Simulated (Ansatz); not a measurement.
`CO[Si](N)(O)O` + `CC(O)S` → `COC(C)S` + `N[Si](O)(O)O`  (substitution at a C–O bond)

Calculated with Ansatz (gas phase, PBE0-D4/def2-TZVP geometries, no zero-point term in ΔE). CCSD(T)/CBS is the MP2 limit (def2-TZVPP, def2-QZVPP) plus CCSD(T) − MP2 in def2-TZVPP, frozen cores. DFT in def2-TZVPP. B3LYP here is the variant with VWN-RPA as its local correlation; programs differ in this. Each species was taken in one conformer, which may not be the lowest.

Task: Is it downhill or uphill in electronic energy at CCSD(T)/CBS, and by how much? (An estimate is asked.)

Result: The calculation gave: Downhill: ΔE = -0.31 eV.

Task: What do these levels give: PBE-D4, PBE0-D4, B3LYP-D4, ωB97X-V, B3LYP, HF/def2-TZVPP, SCS-MP2/def2-TZVPP, CCSD(T)/def2-TZVPP, MP2/def2-QZVPP, SCS-MP2/def2-QZVPP, HF/CBS(def2), CCSD/CBS(def2)? (Estimate.)

Result: Ansatz gave: PBE-D4 -0.33, PBE0-D4 -0.31, B3LYP-D4 -0.29, ωB97X-V -0.29, B3LYP -0.29, HF/def2-TZVPP -0.24, SCS-MP2/def2-TZVPP -0.31, CCSD(T)/def2-TZVPP -0.31, MP2/def2-QZVPP -0.34, SCS-MP2/def2-QZVPP -0.31, HF/CBS(def2) -0.23, CCSD/CBS(def2) -0.29 eV.

Largest T1 diagnostic among the species: 0.011.

In def2-TZVPP, CCSD(T) changes the Hartree–Fock value by −0.07 eV (the triples alone add −0.02 eV) and MP2 by −0.10 eV.
